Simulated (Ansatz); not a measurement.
FGe, SMILES [F][Ge] (connectivity only; charge and spin as stated), neutral, multiplicity 2.

The structure is a stationary point at PBE-D3(BJ)/def2-TZVPD.

Two levels are set side by side: PBE/def2-TZVPD (Ansatz, a quantum-chemistry and plane-wave program) and CAM-B3LYP/def2-TZVPD (Ansatz). Energy differences of separate SCF runs at the same geometry; the states with an electron removed or added have multiplicity 1 and 3. Differences are taken from unrounded values.

```
quantity                         CAM-B3LYP
-------------------------------  ---------
vertical ionisation energy (eV)       7.73
vertical electron affinity (eV)       0.81
```

What does PBE give, and how far is it from CAM-B3LYP? (The exact figures need the calculation; the answer reports its results.)


```
quantity                          PBE  PBE minus CAM-B3LYP
-------------------------------  ----  -------------------
vertical ionisation energy (eV)  7.53                -0.20
vertical electron affinity (eV)  0.77                -0.04
```
